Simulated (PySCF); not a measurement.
C₄H₅BO, SMILES C#CB1COC1. Atoms are numbered in the order given.

```xyz
11

C      0.0000     0.0000     2.8969
C      0.0000     0.0000     1.6726
B      0.0000     0.0000     0.1682
C      0.0000     1.0619    -1.0015
O      0.0000     0.0000    -1.9836
C      0.0000    -1.0619    -1.0015
H      0.0000     0.0000     3.9728
H     -0.8919     1.7155    -1.0860
H      0.8919     1.7155    -1.0860
H      0.8919    -1.7155    -1.0860
H     -0.8919    -1.7155    -1.0860
```

The structure is a stationary point at r2SCAN-D4/def2-SVP. The structure was generated by enumeration, and PubChem lists no compound with its InChIKey, so it may never have been made.

These are KT2/pcSseg-1 (PySCF) values and carry that method's errors.

GIAO shieldings, no solvent; atoms alike by connectivity are averaged. δ = σ(ref) − σ: ¹³C against TMS (σ = 185.1 ppm); ¹¹B against BF3 (σ = 89.8 ppm); ¹⁷O against H2O (σ = 330.4 ppm); ¹H against TMS (σ = 31.47 ppm), references at their B3LYP-D3(BJ)/def2-TZVP geometries, non-relativistic.

```tsv
nucleus	atoms	count	δ (ppm)
¹³C	C1	1	128.1
¹³C	C2	1	87.7
¹³C	C4, C6	2	86.4
¹¹B	B3	1	71.3
¹⁷O	O5	1	28.9
¹H	H7	1	5.73
¹H	H8, H9, H10, H11	4	5.16
```
